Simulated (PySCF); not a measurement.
These 2 structures share the formula C3H5I. Computed with PBE0-D3(BJ)/def2-SVP geometry optimisation, gas phase, def2 core potentials past Kr in PySCF. One conformer each; no zero-point energy, no entropy. No frequencies were run at this level. Point groups hold within 0.08 Å.

Task: Rank from lowest to highest electronic energy at this level (kcal/mol).
A. `C1CC1I`
B. `[CH2:1]=[CH:2][CH2:3][I:4]` with C1–C2–C3–I4 -113°

Result: B (0.0), A (3.0).

As drawn, the lower has a C=C bond outside aromatic rings, which the higher lacks; the higher has a three-membered ring, which the lower lacks.

| SMILES | E (Eh) | E rel (kcal/mol) | dipole (D) | point group | A, B, C (MHz) |
| --- | --- | --- | --- | --- | --- |
| C=CCI | -414.78934 | 0.0 | 1.79 | C1 | 17564, 1571, 1523 |
| IC1CC1 | -414.78453 | 3.0 | 1.73 | Cs | 16438, 1957, 1888 |

***

These 2 structures share the formula C6H6BF2N. Computed, not measured: PBE0-D3(BJ)/def2-SVP geometry optimisation, gas phase (PySCF). Energies are electronic, without zero-point or thermal terms, for one conformer each. No frequencies were run at this level. Point groups hold within 0.08 Å.

Problem. Order them by energy at this level, lowest first, and give relative energies in kcal/mol.
A. `Cc1ccc(B(F)F)nc1`
B. `Nc1ccc(B(F)F)cc1`

Solution. B (0.0), A (11.8).

As drawn, the lower has an N–H bond, which the higher lacks.

| SMILES | E (Eh) | E rel (kcal/mol) | dipole (D) | point group | A, B, C (MHz) |
| --- | --- | --- | --- | --- | --- |
| Nc1ccc(B(F)F)cc1 | -510.76557 | 0.0 | 4.92 | Cs | 3654, 723.2, 603.8 |
| Cc1ccc(B(F)F)nc1 | -510.74682 | 11.8 | 4.15 | – | 3691, 736.9, 616.7 |
